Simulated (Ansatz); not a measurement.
Ga (SMILES [Ga-]), charge -1, triplet (a gas-phase anion, which may not be bound at this level); WB97M-V/def2-TZVP in Ansatz (an electronic-structure program).

Ansatz was given this input:
Ansatz 0.2 input:
```yaml
crystal:
  periodic: [false, false, false]
  atoms:
    - {symbol: Ga, position_ang: [0.00000000, 0.00000000, 0.00000000]}
basis:
  gaussian:
    orbitals: def2-TZVP
hamiltonian:
  xc: {name: wB97M-V}
total_charge: -1
magnetization: {spin_polarized: true, initial_magnetization: 2}
```

It wrote (shortened):

```
Functional definition: wB97M-V
319 factors; integrals over basis functions are off by at most 4.0e-5 eV
82 factors; integrals over basis functions are off by at most 2.9e-5 eV
mean field evaluation 1: about -52372.8998 eV, gradient 1.9e1 eV
mean field evaluation 2: about -52372.9798 eV, gradient 2.2e1 eV
mean field evaluation 4: about -52373.6487 eV, gradient 3.2e-1 eV
mean field evaluation 8: about -52373.6500 eV, gradient 4.2e-3 eV
mean field -52373.65002909 eV, -1924.6961384339 hartree, gradient 1.2e-5 eV, S^2 2.003270; 0 other end points of the search recorded, 0 dependent functions left out
reference -52373.65005034 eV, -1924.6961392151 hartree; 17, 15 occupied and 31, 33 virtual orbitals, 319 factors
Total energy: -52373.65005034 eV, -1924.6961392151 hartree
```
